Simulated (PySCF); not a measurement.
Electron correlation in Ar²⁺ (argon, charge +2)

[Ne] 3s2 3p4, high-spin 3P determinant. Computed with PySCF 2.14 in ANO-RCC-VTZP (5s4p2d1f, 34 functions), with the spin-free X2C one-electron Hamiltonian (Gaussian nucleus). Frozen: 1s2; 14 electrons correlated.

| level | correlation energy (mhartree) |
| --- | --- |
| CCSD | -187.74 |
| (T) | -4.62 |
| CCSD(T) | -192.36 |

Diagnostics: T1 = 0.0051, D1 = 0.0254, largest double amplitude 0.050.

Cost of the coupled-cluster step: of the order of 1.1 core-seconds, for 14 correlated electrons.
